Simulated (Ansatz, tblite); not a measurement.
Forces on Ge3F3⁻ at its r2SCAN-D4/def2-SVPD geometry. The state is a singlet with charge -1.

The xTB rows come from tblite. The restricted singlet is unstable towards broken spin symmetry at other levels; at PBE-D4/def2-TZVPD this wasn't settled. The geometry of the singlet was relaxed on an unsound state (restricted singlet, unstable towards broken spin symmetry at other levels and untested here). Another isomer (singlet) lies 0.06 eV lower at PBE0-D4/def2-TZVPD; other spin states weren't run for this one.

GFN1-xTB (tblite), largest force 1.69 eV/Å:

```xyz
6
positions Å, forces eV/Å
Ge   -0.191   -1.638   -1.590    0.107    1.100    0.916
Ge   -0.011    0.207   -0.056    0.190   -1.626    0.425
Ge    0.469   -0.592    2.162   -0.287    0.472   -1.324
F    -0.576   -0.852   -3.193   -0.003   -0.064   -0.038
F     0.543    0.923    3.180    0.014   -0.035    0.061
F    -0.234    1.953   -0.503   -0.020    0.152   -0.040
```

GFN2-xTB (tblite), largest force 1.84 eV/Å:

```
Ge 0.207 -0.081 0.986
Ge 0.230 -1.763 0.455
Ge -0.111 -0.587 -0.820
F -0.214 0.309 -0.933
F 0.066 0.755 0.661
F -0.178 1.368 -0.351
```

PBE-D4/def2-TZVPD (Ansatz), largest force 0.26 eV/Å:

```
Ge 0.010 -0.253 -0.041
Ge -0.011 0.137 -0.030
Ge 0.045 -0.201 0.156
F -0.038 0.044 -0.165
F 0.013 0.125 0.120
F -0.019 0.146 -0.039
```
